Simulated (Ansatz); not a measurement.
`C[O][In]([CH3])[SH]` + H₂ → `[CH3][InH][SH]` + CH₃OH  (hydrogenolysis of the In–O bond)

Computed with Ansatz on PBE0-D4/def2-TZVP structures; ΔE is electronic, products minus reactants. CCSD(T)/CBS is the MP2 limit (def2-TZVPP, def2-QZVPP) plus CCSD(T) − MP2 in def2-TZVPP, frozen cores. This one scheme is used for every species. DFT in def2-TZVPP. HSE06 is defined as in plane-wave codes. Elements past krypton have def2 core potentials. For In outer-core shells are correlated without core-valence functions, which leaves a few kJ/mol of doubt a bond. Each species was taken in one conformer, which may not be the lowest.

`C[O][In]([CH3])[SH]`:

```xyz
12

C    -0.134    1.963   -0.670
O     0.512    0.806   -1.119
In    0.404   -0.944   -0.178
C    -0.754   -1.157    1.603
S     1.723   -2.486   -1.407
H    -0.748    1.812    0.231
H    -0.797    2.356   -1.451
H     0.599    2.746   -0.434
H    -0.878   -2.211    1.847
H    -1.731   -0.697    1.456
H    -0.246   -0.652    2.425
H     2.050   -1.537   -2.302
```

H₂:

```xyz
2

H     0.203   -0.143   -0.278
H    -0.203    0.143    0.278
```

`[CH3][InH][SH]`:

Cartesian coordinates in Å:
```
C -0.905 -0.616 0.660
In 0.265 0.019 -1.020
S 2.031 1.578 -0.568
H -0.631 -1.639 0.927
H -0.725 0.032 1.516
H -1.967 -0.601 0.412
H 0.156 -0.417 -2.676
H 1.777 1.644 0.749
```

CH₃OH:

Z-matrix (Å, degrees):
```
C
O 1 1.409
H 1 1.097 2 112.4
H 1 1.090 2 107.0 3 -118.5
H 1 1.097 2 112.4 3 123.0
H 2 0.959 1 108.5 3 -61.6
```

(1) Is it downhill or uphill in electronic energy at CCSD(T)/CBS, and by how much? (Best estimate.)

(2) What do these levels give: BLYP-D4, PBE0, HSE06, BHLYP, CAM-B3LYP, HF/CBS(def2)? (An estimate is asked.)

Largest T1 diagnostic among the species: 0.015.

Answers

(1) Computed: Uphill: ΔE = +0.17 eV.

(2) Ansatz gave: BLYP-D4 0.21, PBE0 -0.04, HSE06 -0.03, BHLYP -0.05, CAM-B3LYP 0.01, HF/CBS(def2) -0.15 eV.

Leaving LDA and LC-ωPBE aside and taking each functional with its dispersion term where it has one, the values, not all of them listed here, spread over 0.20 eV, from HSE06-D4 to BLYP-D4. LDA lies −0.04 eV from PBE without D4. From PBE to PBE0 (25 % exact exchange), in def2-TZVPP and without D4, ΔE moves by −0.10 eV.
